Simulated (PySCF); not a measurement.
Compound: C3HF2N2S2 (doublet state).
Atom-mapped SMILES: `[F:1][C:2]([F:3])[S:4][c:5]1[cH:6][n:7][s:8][n:9]1` (hydrogens: H10 on C6)

Structure used (GFN2-xTB), in Å, numbered top down from 1:
```
atom  x, y, z in Å
F1     2.304    1.036    0.511
C2     2.186   -0.286    0.378
F3     3.401   -0.833    0.310
S4     1.041   -0.910   -0.770
C5    -0.408   -0.153   -0.140
C6    -1.679   -0.211   -0.762
N7    -2.588    0.442   -0.087
S8    -1.913    1.094    1.238
N9    -0.415    0.543    0.978
H10   -1.920   -0.717   -1.677
```

The hyperfine couplings belong to this conformer and change with its torsions.

Theory: UKS B3LYP, pcH-1 on C F H N S, non-relativistic, mean-field spin-orbit, GIAO (PySCF 2.14.0). Isolated species at its GFN2-xTB geometry (one conformer only). Couplings are sensitive to structure, and on GFN2-xTB geometries they can be far from those on DFT ones. No stability test was run, so a lower SCF solution isn't excluded.

**Question.** What is the g tensor, term by term?

**Answer.** 
```csv
Δg (ppm),1,2,3
relativistic mass correction,-259,-259,-259
gauge correction,24,57,40
orbital Zeeman/spin–orbit,244,2087,3804
total,8,1885,3585
```

So g = 2.00233, 2.00420, 2.00590 and g_iso = 2.00415; the tensor is rhombic: the two nearest values differ by 48 % of g3 − g1. 

**Question.** What are the electron Larmor frequencies g μB B/h along the three axes at 330 mT?

**Answer.** 9.2483, 9.2569, 9.2648 GHz for g1, g2 and g3, a range of 16.5 MHz.

**Question.** How much does each term add to the isotropic shift?

**Answer.** The orbital-Zeeman/spin–orbit term 2045, the mass correction -259 and the gauge correction 40 ppm, for a total of 1826 ppm. The orbital-Zeeman/spin–orbit term is the largest in size. The mass correction is the same along every axis, so the anisotropy comes from the other two: their spans along these axes are 33 (gauge) and 3560 ppm (orbital Zeeman/spin–orbit).

**Question.** At 9.628 GHz, how far is the centre of the isotropic spectrum from where a free electron (g = 2.002319) resonates?

**Answer.** B = hν/(g μB) with μB/h = 13.99624 MHz/mT gives 343.55 mT for the free electron and 343.24 mT at g_iso, 0.31 mT lower.

**Question.** In a frozen sample, at which fields do the three g values resonate at 9.5, 34, 94 and 263 GHz (hyperfine left aside), and which band first spreads them over more than twice a line width of 0.5 mT?

**Answer.** 
```tsv
band	GHz	B(g3) mT	B(g2) mT	B(g1) mT	spread mT
X	9.5	338.38	338.66	338.98	0.60
Q	34.0	1211.04	1212.06	1213.20	2.16
W	94.0	3348.16	3351.00	3354.14	5.98
J	263.0	9367.72	9375.67	9384.45	16.73
```

The spread grows in proportion to the frequency. Q band is the first where it exceeds 1.0 mT.

Largest spin populations (Mulliken): C2 (+0.76) and S4 (+0.10). C2 is the only atom above +0.15. The angles at C2 add up to 342.8°, so it is pyramidal.

The HOMO–LUMO gaps are 4.06 eV among the α and 4.92 eV among the β orbitals.
